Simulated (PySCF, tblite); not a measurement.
C₈H₁₃NSi.
SMILES with atom numbers: `[CH3:1][Si:2]([CH3:3])([CH3:4])[c:5]1[cH:6][cH:7][n:8][cH:9][cH:10]1` (hydrogens: H11, H12, H13 on C1; H14, H15, H16 on C3; H17, H18, H19 on C4; H20 on C6; H21 on C7; H22 on C9; H23 on C10)

Computed geometry: GFN2-xTB, gas phase.

(1) Give the optimised bond lengths and angles.

Results:

(1) 
| bond | length (bohr) | order |
| --- | --- | --- |
| C1–Si2, Si2–C3, Si2–C4 | 3.604 | single |
| Si2–C5 | 3.599 | single |
| C5–C6, C5–C10 | 2.632 | aromatic |
| C6–C7, C9–C10 | 2.617 | aromatic |
| C7–N8, N8–C9 | 2.499 | aromatic |
| C1–H11 and 8 like bonds | 2.052 | single |
| C6–H20, C10–H23 | 2.040 | single |
| C7–H21, C9–H22 | 2.047 | single |

Bonds in one row agree within 0.02 bohr and their mean is given. Orders are formal, as drawn. A selection of angles:
| angle | degrees |
| --- | --- |
| Si2–C1–H11 | 111.4 |
| H11–C1–H12 | 107.5 |
| C1–Si2–C3 | 110.3 |
| C1–Si2–C5 | 108.4 |
| C4–Si2–C5 | 110.0 |
| Si2–C5–C6 | 120.7 |
| Si2–C5–C10 | 122.9 |
| C6–C5–C10 | 116.4 |
| C5–C6–C7 | 119.7 |
| C5–C6–H20 | 120.3 |
| C7–C6–H20 | 120.1 |
| C6–C7–N8 | 123.4 |
| C6–C7–H21 | 121.2 |
| N8–C7–H21 | 115.4 |
| C7–N8–C9 | 117.5 |

Dihedral angles: C1–Si2–C5–C6 60° (synclinal).

N8 (pyridine-type nitrogen) is bent (angle 117.5°). Si2 (four-coordinate silicon) is tetrahedral (angles from 108.3° to 110.3°). All 4 C–Si bonds measure 1.904 to 1.908 Å. Of the pairs four or more bonds apart, C4···H23 is among the closest relative to their van der Waals radii: 2.85 Å, 98 % of the sum of Bondi's values. The 6-membered ring C5–C6–C7–N8–C9–C10 has internal angles of 116.4° to 123.4° (sum 720°, against 720° for a flat polygon); it is planar, 0.00 Å rms from its mean plane, widest ring torsion 0°.

Point group: Cs (tolerance 0.08 Å). Its GFN2-xTB frequencies are all real (lowest 18 cm⁻¹).
